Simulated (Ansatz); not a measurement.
Ansatz (a program for electronic structure) input (B3LYP/6-31G*):

Ansatz 0.2 input:
```yaml
crystal:
  periodic: [false, false, false]
  atoms:
    - {symbol: B, position_ang: [0.00000000, 0.00000000, 1.13134841]}
    - {symbol: Cl, position_ang: [-0.00000000, -0.00000000, -0.46846172]}
    - {symbol: H, position_ang: [0.00000000, 0.00000000, 2.30710714]}
basis:
  gaussian:
    orbitals: 6-31G*
hamiltonian:
  xc: {name: B3LYP}
total_charge: 1
phonons: {temperatures: {t_min: 298.15, t_max: 298.15, t_step: 100}}
```

Output:

```
WARN ansatz: RAYON_NUM_THREADS=1 ignored (pool sized by the plan → 1); use --threads N
Functional definition: B3LYP
integrals: 0.00 GiB planned
385 factors; integrals over basis functions are off by at most 2.9e-4 eV
mean field: 0.08 GiB planned
mean field evaluation 1: about -13204.3186 eV, gradient 2.5e1 eV
mean field evaluation 2: about -13202.3322 eV, gradient 3.7e1 eV
mean field evaluation 4: about -13206.0537 eV, gradient 9.2e-1 eV
mean field evaluation 8: about -13206.0545 eV, gradient 2.0e-3 eV
mean field -13206.05450475 eV, -485.3135516642 hartree, gradient 1.4e-5 eV, S^2 0.000000; 0 other end points of the search recorded, 0 dependent functions left out
the calculation of the forces begins
reference -13206.05464855 eV, -485.3135569490 hartree; 11, 11 occupied and 25, 25 virtual orbitals, 385 factors
these checks for a lower state are left out or cut short: stability, starts, cluster_reference, orbital_swaps, neighbouring_geometries, increment
integrals: 0.00 GiB planned
385 factors; integrals over basis functions are off by at most 2.9e-4 eV
mean field: 0.08 GiB planned
mean field evaluation 16: about -13206.0545 eV, gradient 3.9e-5 eV
mean field -13206.05449228 eV, -485.3135512061 hartree, gradient 6.8e-7 eV, S^2 0.000000; 0 other end points of the search recorded, 0 dependent functions left out
the calculation of the forces begins
reference -13206.05463609 eV, -485.3135564909 hartree; 11, 11 occupied and 25, 25 virtual orbitals, 385 factors
these checks for a lower state are left out or cut short: stability, starts, cluster_reference, orbital_swaps, neighbouring_geometries, increment
integrals: 0.00 GiB planned
385 factors; integrals over basis functions are off by at most 2.9e-4 eV
mean field: 0.08 GiB planned
mean field -13206.05449228 eV, -485.3135512061 hartree, gradient 6.8e-7 eV, S^2 0.000000; 0 other end points of the search recorded, 0 dependent functions left out
the calculation of the forces begins
reference -13206.05463609 eV, -485.3135564909 hartree; 11, 11 occupied and 25, 25 virtual orbitals, 385 factors
these checks for a lower state are left out or cut short: stability, starts, cluster_reference, orbital_swaps, neighbouring_geometries, increment
integrals: 0.00 GiB planned
385 factors; integrals over basis functions are off by at most 2.9e-4 eV
mean field: 0.08 GiB planned
mean field evaluation 32: about -13206.0545 eV, gradient 6.7e-7 eV
mean field -13206.05449228 eV, -485.3135512061 hartree, gradient 6.8e-7 eV, S^2 0.000000; 0 other end points of the search recorded, 0 dependent functions left out
the calculation of the forces begins
reference -13206.05463609 eV, -485.3135564909 hartree; 11, 11 occupied and 25, 25 virtual orbitals, 385 factors
these checks for a lower state are left out or cut short: stability, starts, cluster_reference, orbital_swaps, neighbouring_geometries, increment
integrals: 0.00 GiB planned
385 factors; integrals over basis functions are off by at most 2.9e-4 eV
mean field: 0.08 GiB planned
mean field -13206.05449228 eV, -485.3135512061 hartree, gradient 6.8e-7 eV, S^2 0.000000; 0 other end points of the search recorded, 0 dependent functions left out
the calculation of the forces begins
reference -13206.05463609 eV, -485.3135564909 hartree; 11, 11 occupied and 25, 25 virtual orbitals, 385 factors
these checks for a lower state are left out or cut short: stability, starts, cluster_reference, orbital_swaps, neighbouring_geometries, increment
integrals: 0.00 GiB planned
385 factors; integrals over basis functions are off by at most 2.9e-4 eV
mean field: 0.08 GiB planned
mean field -13206.05427637 eV, -485.3135432714 hartree, gradient 9.5e-7 eV, S^2 0.000000; 0 other end points of the search recorded, 0 dependent functions left out
the calculation of the forces begins
reference -13206.05442020 eV, -485.3135485573 hartree; 11, 11 occupied and 25, 25 virtual orbitals, 385 factors
these checks for a lower state are left out or cut short: stability, starts, cluster_reference, orbital_swaps, neighbouring_geometries, increment
integrals: 0.00 GiB planned
385 factors; integrals over basis functions are off by at most 2.9e-4 eV
mean field: 0.08 GiB planned
mean field -13206.05428480 eV, -485.3135435813 hartree, gradient 1.3e-6 eV, S^2 0.000000; 0 other end points of the search recorded, 0 dependent functions left out
the calculation of the forces begins
reference -13206.05442858 eV, -485.3135488652 hartree; 11, 11 occupied and 25, 25 virtual orbitals, 385 factors
these checks for a lower state are left out or cut short: stability, starts, cluster_reference, orbital_swaps, neighbouring_geometries, increment
integrals: 0.00 GiB planned
385 factors; integrals over basis functions are off by at most 2.9e-4 eV
mean field: 0.08 GiB planned
mean field -13206.05450251 eV, -485.3135515819 hartree, gradient 6.2e-7 eV, S^2 0.000000; 0 other end points of the search recorded, 0 dependent functions left out
the calculation of the forces begins
reference -13206.05464632 eV, -485.3135568668 hartree; 11, 11 occupied and 25, 25 virtual orbitals, 385 factors
these checks for a lower state are left out or cut short: stability, starts, cluster_reference, orbital_swaps, neighbouring_geometries, increment
integrals: 0.00 GiB planned
385 factors; integrals over basis functions are off by at most 2.9e-4 eV
mean field: 0.08 GiB planned
mean field evaluation 64: about -13206.0545 eV, gradient 7.7e-2 eV
mean field -13206.05450251 eV, -485.3135515819 hartree, gradient 6.2e-7 eV, S^2 0.000000; 0 other end points of the search recorded, 0 dependent functions left out
the calculation of the forces begins
reference -13206.05464632 eV, -485.3135568668 hartree; 11, 11 occupied and 25, 25 virtual orbitals, 385 factors
these checks for a lower state are left out or cut short: stability, starts, cluster_reference, orbital_swaps, neighbouring_geometries, increment
integrals: 0.00 GiB planned
385 factors; integrals over basis functions are off by at most 2.9e-4 eV
mean field: 0.08 GiB planned
mean field -13206.05450251 eV, -485.3135515819 hartree, gradient 6.2e-7 eV, S^2 0.000000; 0 other end points of the search recorded, 0 dependent functions left out
the calculation of the forces begins
reference -13206.05464632 eV, -485.3135568668 hartree; 11, 11 occupied and 25, 25 virtual orbitals, 385 factors
these checks for a lower state are left out or cut short: stability, starts, cluster_reference, orbital_swaps, neighbouring_geometries, increment
integrals: 0.00 GiB planned
385 factors; integrals over basis functions are off by at most 2.9e-4 eV
mean field: 0.08 GiB planned
mean field -13206.05450251 eV, -485.3135515819 hartree, gradient 6.2e-7 eV, S^2 0.000000; 0 other end points of the search recorded, 0 dependent functions left out
the calculation of the forces begins
reference -13206.05464632 eV, -485.3135568668 hartree; 11, 11 occupied and 25, 25 virtual orbitals, 385 factors
these checks for a lower state are left out or cut short: stability, starts, cluster_reference, orbital_swaps, neighbouring_geometries, increment
integrals: 0.00 GiB planned
385 factors; integrals over basis functions are off by at most 2.9e-4 eV
mean field: 0.08 GiB planned
mean field -13206.05436991 eV, -485.3135467090 hartree, gradient 9.2e-7 eV, S^2 0.000000; 0 other end points of the search recorded, 0 dependent functions left out
the calculation of the forces begins
reference -13206.05451368 eV, -485.3135519925 hartree; 11, 11 occupied and 25, 25 virtual orbitals, 385 factors
these checks for a lower state are left out or cut short: stability, starts, cluster_reference, orbital_swaps, neighbouring_geometries, increment
integrals: 0.00 GiB planned
385 factors; integrals over basis functions are off by at most 2.9e-4 eV
mean field: 0.08 GiB planned
mean field evaluation 96: about -13206.0544 eV, gradient 1.0e-6 eV
mean field -13206.05437254 eV, -485.3135468058 hartree, gradient 1.0e-6 eV, S^2 0.000000; 0 other end points of the search recorded, 0 dependent functions left out
the calculation of the forces begins
reference -13206.05451639 eV, -485.3135520920 hartree; 11, 11 occupied and 25, 25 virtual orbitals, 385 factors
these checks for a lower state are left out or cut short: stability, starts, cluster_reference, orbital_swaps, neighbouring_geometries, increment
integrals: 0.00 GiB planned
385 factors; integrals over basis functions are off by at most 2.9e-4 eV
mean field: 0.08 GiB planned
mean field -13206.05450061 eV, -485.3135515121 hartree, gradient 1.5e-6 eV, S^2 0.000000; 0 other end points of the search recorded, 0 dependent functions left out
the calculation of the forces begins
reference -13206.05464442 eV, -485.3135567969 hartree; 11, 11 occupied and 25, 25 virtual orbitals, 385 factors
these checks for a lower state are left out or cut short: stability, starts, cluster_reference, orbital_swaps, neighbouring_geometries, increment
integrals: 0.00 GiB planned
385 factors; integrals over basis functions are off by at most 2.9e-4 eV
mean field: 0.08 GiB planned
mean field -13206.05450061 eV, -485.3135515121 hartree, gradient 1.5e-6 eV, S^2 0.000000; 0 other end points of the search recorded, 0 dependent functions left out
the calculation of the forces begins
reference -13206.05464442 eV, -485.3135567969 hartree; 11, 11 occupied and 25, 25 virtual orbitals, 385 factors
these checks for a lower state are left out or cut short: stability, starts, cluster_reference, orbital_swaps, neighbouring_geometries, increment
integrals: 0.00 GiB planned
385 factors; integrals over basis functions are off by at most 2.9e-4 eV
mean field: 0.08 GiB planned
mean field -13206.05450061 eV, -485.3135515121 hartree, gradient 1.5e-6 eV, S^2 0.000000; 0 other end points of the search recorded, 0 dependent functions left out
the calculation of the forces begins
reference -13206.05464442 eV, -485.3135567969 hartree; 11, 11 occupied and 25, 25 virtual orbitals, 385 factors
these checks for a lower state are left out or cut short: stability, starts, cluster_reference, orbital_swaps, neighbouring_geometries, increment
integrals: 0.00 GiB planned
385 factors; integrals over basis functions are off by at most 2.9e-4 eV
mean field: 0.08 GiB planned
mean field -13206.05450061 eV, -485.3135515121 hartree, gradient 1.5e-6 eV, S^2 0.000000; 0 other end points of the search recorded, 0 dependent functions left out
the calculation of the forces begins
reference -13206.05464442 eV, -485.3135567969 hartree; 11, 11 occupied and 25, 25 virtual orbitals, 385 factors
these checks for a lower state are left out or cut short: stability, starts, cluster_reference, orbital_swaps, neighbouring_geometries, increment
integrals: 0.00 GiB planned
385 factors; integrals over basis functions are off by at most 3.0e-4 eV
mean field: 0.08 GiB planned
mean field evaluation 128: about -13206.0544 eV, gradient 5.9e-6 eV
mean field -13206.05442322 eV, -485.3135486681 hartree, gradient 8.1e-7 eV, S^2 0.000000; 0 other end points of the search recorded, 0 dependent functions left out
the calculation of the forces begins
reference -13206.05456704 eV, -485.3135539533 hartree; 11, 11 occupied and 25, 25 virtual orbitals, 385 factors
these checks for a lower state are left out or cut short: stability, starts, cluster_reference, orbital_swaps, neighbouring_geometries, increment
integrals: 0.00 GiB planned
385 factors; integrals over basis functions are off by at most 2.9e-4 eV
mean field: 0.08 GiB planned
mean field -13206.05441216 eV, -485.3135482615 hartree, gradient 2.7e-6 eV, S^2 0.000000; 0 other end points of the search recorded, 0 dependent functions left out
the calculation of the forces begins
reference -13206.05455595 eV, -485.3135535460 hartree; 11, 11 occupied and 25, 25 virtual orbitals, 385 factors
Total energy: -13206.05464855 eV, -485.3135569490 hartree
Atom 0 at     0.000000     0.000000     1.131348 Å, force     0.000000     0.000000    -0.001773 eV/Å
Atom 1 at    -0.000000    -0.000000    -0.468462 Å, force    -0.000000    -0.000000    -0.000295 eV/Å
Atom 2 at     0.000000     0.000000     2.307107 Å, force    -0.000000    -0.000000     0.002067 eV/Å
Dipole moment:     0.000000     0.000000     0.667229 e Å
Vibrations: 680.51 680.51 1134.93 2891.33 cm⁻¹, zero-point energy 0.333969 eV
```

The blocks after the first are displaced geometries, from whose forces the wavenumbers follow.

The dipole moment of an ion depends on the origin.
